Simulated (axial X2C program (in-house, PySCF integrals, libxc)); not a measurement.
Worked dissociation energy of CaO: B3LYP, spin-free

Computed with an axial X2C code built on PySCF integrals. Spin-free means the one-electron spin-free X2C Hamiltonian. Basis: Ca dyall-v4z [12s12p6d5f3g], O dyall-v4z [7s6p3d2f1g] (cores contracted in-house); Gaussian nuclei, density fitting, unrestricted open shells. Masses: Ca 39.963 u, O 15.995 u.

Molecular state: M_S = 0, Λ = 0 (closed shell).

```
E(Ca) (2M_S = 0, M_L = 0) : -680.489945 hartree
E(O) (2M_S = 2, M_L = 0)  : -75.154255 hartree
E(CaO) at Re              : -755.803100 hartree
ωe                        : 773.3 cm⁻¹
ωexe                      : 3.27 cm⁻¹
```

Question: Work out De and D0.

Answer: De = -680.489945 + (-75.154255) − (-755.803100) = 0.15890 hartree = 4.324 eV. The zero-point energy is ωe/2 − ωexe/4 = 386 cm⁻¹ = 0.048 eV, so D0 = 4.276 eV.

The state is one determinant whose occupation by symmetry is held fixed; it was picked as the lowest of a PBE0 search that is not exhaustive. The closed shell is kept restricted, so the energy runs too high when the bond is stretched far. De is counted from the lowest determinant-based energies of the atoms at the same level, without counterpoise correction.

Each atomic determinant is the lowest at this level and need not be a pure term. Totals compare only within one Hamiltonian and basis.
